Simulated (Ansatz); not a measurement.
```yaml
crystal:
  periodic: [false, false, false]
  atoms:
    - {symbol: Sb, position_ang: [-0.004382, 0.005067, 0.908470]}
    - {symbol: Br, position_ang: [2.221991, -0.030307, -0.292105]}
    - {symbol: Br, position_ang: [-1.083969, 1.935784, -0.318803]}
    - {symbol: Br, position_ang: [-1.133650, -1.910554, -0.297562]}
basis:
  gaussian: {orbitals: def2-mTZVP, fitting: {mean_field: cc-pVTZ-jkfit}}
hamiltonian: {xc: {name: LC-wPBE}}
scf: {omitted_lower_state_checks: [starts]}
```

```sh
$ ansatz run in.yaml --threads 4 --pin off --events-out ev --progress --plain --max-ram 3916MiB
```

Output, abridged:

```
Functional definition: LC-wPBE
  name "LC-wPBE"
  cite "Vydrov & Scuseria, J. Chem. Phys. 125, 234109 (2006) doi:10.1063/1.2409292"
  cite "Heyd & Scuseria, J. Chem. Phys. 120, 7274 (2004) doi:10.1063/1.1668634"
  cite "Ernzerhof & Perdew, J. Chem. Phys. 109, 3313 (1998) doi:10.1063/1.476928"
  cite "Perdew, Burke & Ernzerhof, Phys. Rev. Lett. 77, 3865 (1996) doi:10.1103/PhysRevLett.77.3865"
  parent pbe
  parameter omega = 0.4/bohr
  exchange = pbe_x_sr(omega) + exact_x_lr(omega)
  correlation = pbe_c
these checks for a lower state are left out or cut short: starts
Error: [file] the basis set cc-pVTZ-JKFIT has no functions for Sb
```

In the def2 sets Sb takes a core potential; there is no spin–orbit coupling. LC-ωPBE has ω = 0.4 bohr⁻¹.
